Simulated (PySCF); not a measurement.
## Electron correlation in Si (silicon, neutral)

[Ne] 3s2 3p1 4s1, high-spin 3P determinant (an excited configuration). Computed with PySCF 2.14 in aug-cc-pVQZ-DK (7s6p4d3f2g, 84 functions), with scalar relativity by spin-free X2C-1e. Frozen: [Ne]; 4 electrons correlated.

```json
{"level": "CCSD", "correlation energy (mhartree)": "-68.27"}
{"level": "(T)", "correlation energy (mhartree)": "-2.18"}
{"level": "CCSD(T)", "correlation energy (mhartree)": "-70.45"}
```

Diagnostics: T1 = 0.022, D1 = 0.0569, largest double amplitude 0.095.

Question: Is a single reference adequate?

Answer: Mostly. T1 lies below 0.03, but a double amplitude of this size points to a near-degeneracy that CCSD handles and MP2 describes poorly.
